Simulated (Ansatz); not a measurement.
This geometry of BrF2HSi + CH4 (10 atoms, charge 0, multiplicity 1) is a first-order saddle point.

Method: Ansatz 0.2.0, RKS r2SCAN-D4/def2-SVP.

```xyz
10
Properties=species:S:1:pos:R:3
Si -0.882 0.126 -0.475
Br -0.442 -2.454 -0.169
F -0.613 -0.097 -2.046
F -0.942 1.761 -0.456
H -2.124 -0.181 0.242
H 0.414 -0.860 0.301
C 0.926 0.286 0.543
H 1.719 -0.377 0.935
H 0.563 0.900 1.378
H 1.381 0.894 -0.252
```

**Question.** Which two structures does it join? (They come from a converged band through this point; their orientation in space is the band's.)

**Answer.** Bonds broken: Si1–Br2, H6–C7. Bonds formed: Si1–C7, Br2–H6. BrF2HSi + CH4 becomes BrH + CH4F2Si.

Image 0:

```xyz
10
Properties=species:S:1:pos:R:3
Si -1.784 -0.149 -0.639
Br -1.591 -2.158 0.216
F -0.564 0.119 -1.650
F -1.687 0.940 0.541
H -3.061 0.016 -1.352
H 1.574 -0.806 0.312
C 1.738 0.247 0.577
H 2.586 0.321 1.270
H 0.837 0.650 1.059
H 1.951 0.821 -0.334
```

Image 8:

```xyz
10
Properties=species:S:1:pos:R:3
Si -0.776 0.634 -0.305
Br 0.295 -3.249 0.069
F -0.552 -0.428 -1.528
F -1.098 2.050 -1.017
H -1.986 0.208 0.433
H 0.007 -2.294 -0.956
C 0.780 0.752 0.673
H 1.042 -0.229 1.101
H 0.674 1.473 1.498
H 1.613 1.083 0.032
```

**Question.** How far does it lie above each of them?

**Answer.** 2.42 eV above the first and 1.65 eV above the second. This is the barrier of this one path; another mechanism may lie lower. The orbitals stay closed-shell, which can raise the energy where a bond breaks towards radicals; this wasn't checked here.

Time of the run: 6.2 min on 4 threads of Arm Neoverse N1, with other jobs on the host, peak memory 0.21 GiB.
